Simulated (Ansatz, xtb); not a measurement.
**Ranking isomers of C4H2ClFO**

4 gas-phase structures of C4H2ClFO, from a drawn sample of its isomers (lower ones may exist). Each was relaxed with GFN2-xTB:

A. `O=C1C(Cl)=C[C@@H]1F`, a singlet
B. `O=C1C=C(Cl)[C@@H]1F`, a singlet
C. `C=C1OC(Cl)=C1F`, a singlet
D. `Fc1occc1Cl`, a singlet

Task: Which do you expect lowest at r2SCAN-D4/def2-SVP, and how would the others follow?

Result: Calculated order at r2SCAN-D4/def2-SVP: D (0.0), B (17.4), A (18.0), C (46.8) kcal/mol. Less than 1 kcal/mol parts B and A, so the order within that pair means little.

Energies above the lowest of each column, in kcal/mol; the last columns are at PBE-D3(BJ)/def2-SVP geometries and were run for some of them only (a dash: not run or not comparable):

```tsv
structure	GFN2-xTB	HF/STO-3G	r2SCAN-D4/def2-SVP	PBE-D3(BJ)/def2-SVP	CCSD(T)/def2-SVP + ΔMP2/def2-TZVPP
D	0.0	0.0	0.0	0.0	0.0
B	33.6	39.0	17.4	16.0	13.1
A	35.7	37.8	18.0	16.8	13.2
C	45.7	56.1	46.8	–	–
```

Every level run on D puts it lowest or level with the lowest. Frequencies (GFN2-xTB) were run for A, B, D alone. ΔMP2 is the change of the MP2 energy from the smaller to the larger basis.

Over these structures GFN2-xTB departs from r2SCAN-D4/def2-SVP by 8.7 kcal/mol on average once a common shift is removed. A GFN2-xTB relaxation took about 0.094 s and the r2SCAN-D4/def2-SVP energy about 1.9 s on a shared host (Ansatz 0.2.0, xtb 6.7.1).
